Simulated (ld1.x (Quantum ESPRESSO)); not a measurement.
# What one change does to a pseudopotential (iridium, TM)

```json
{
  "Element": "Ir",
  "Generator": "ld1.x (Quantum ESPRESSO) 7.5",
  "Type": "norm-conserving Troullier–Martins (Kleinman–Bylander form)",
  "Functional": "LDA (PZ)",
  "Relativity": "scalar-relativistic",
  "Frozen core": "[Xe] 4f14",
  "Valence charge": "9",
  "Reference configuration": "5d7 6s1.5 6p0.5",
  "Partial waves": "6s (bound): rc 2.20 bohr; 6p (bound): rc 2.40 bohr; 5d (bound): rc 1.45 bohr",
  "Local potential": "all-electron potential smoothed inside 1.65 bohr (lloc = -1)",
  "Core correction": "a·sin(br)/r model core inside 1.00 bohr"
}
```

Change: all radii but the core radius scaled by about 1.34 (s 2.94, p 3.22, d 1.94 bohr); local potential all-electron potential smoothed inside 2.20 bohr (lloc = -1).

Cutoffs: the cutoffs (Ry, on a coarse ladder) from which the occupation-weighted sum of valence levels, in a spherical-Bessel basis at the reference potential, stays within 10 and 1 mRy of its value at 400 Ry; they do not see the model core or the augmentation charge, which bear on the density cutoff. Errors are all-electron minus pseudo energies relative to the spin-unpolarised reference configuration.

Problem. What does the change do?

Solution. The potential gets softer (55 Ry and 70 Ry → 40 Ry and 45 Ry); the bound ghosts move from d, p, s to s; the number of tests that count goes from 9 to 8; of the 8 tests that both files solve, the error grows in 4 and shrinks in 2 by more than 15 % and 0.3 meV (median size 9.5 → 9.4 meV). A larger radius leaves more room for a smooth pseudo-wave, so fewer plane waves are needed.

```tsv
quantity	base	changed
cutoff, loose	55 Ry	40 Ry
cutoff, tight	70 Ry	45 Ry
loose cutoff by channel (10 mRy a level)	s 8 Ry, p 6 Ry, d 55 Ry	s 15 Ry, p 6 Ry, d 35 Ry
bound ghosts	s, d, p	s
tests counted (converged, no solver errors)	9 of 9	8 of 9
error for 5d7 6s2 6p0, meV [ΔE -2.66 eV]	+0.3	-0.9
error for 5d7 6s1 6p0, meV [ΔE 7.53 eV]	-6.7	-8.5
error for 5d7 6s0 6p0, meV [ΔE 25.38 eV]	-36	-37
error for 5d6 6s0 6p0, meV [ΔE 56.22 eV]	-195	-122
error for 5d7 6s1 6p1, meV [ΔE 2.75 eV]	-1.3	-1.8
error for 5d7 6s1.5 6p0, meV [ΔE 1.52 eV]	-1.3	-1.7
error for 5d7 6s1.5 6p0.5 (spin-polarised), meV [ΔE -1.55 eV]	+28	+29
error for 5d7 6s2 6p0 (spin-polarised), meV [ΔE -3.81 eV]	+12	+10
```

Base: These tests converged, but a pseudo level misses the all-electron one widely, so the file describes the atom poorly there or has found another state: 5d6 6s0 6p0: empty 6p by 5.6 eV (a node warning on the way). Changed file: Tests not counted: 5d6 6s2 6p0 (solver errors, printed error -24.8 eV). These tests converged, but a pseudo level misses the all-electron one widely, so the file describes the atom poorly there or has found another state: 5d6 6s0 6p0: empty 6s by 4.5 eV (a node warning on the way). A true bound ghost makes a file unfit for plane-wave use even where its test errors are small: the radial tests pick states by their node count and pass the ghost by. Where a test does run into it, the solver fails or the error is huge.
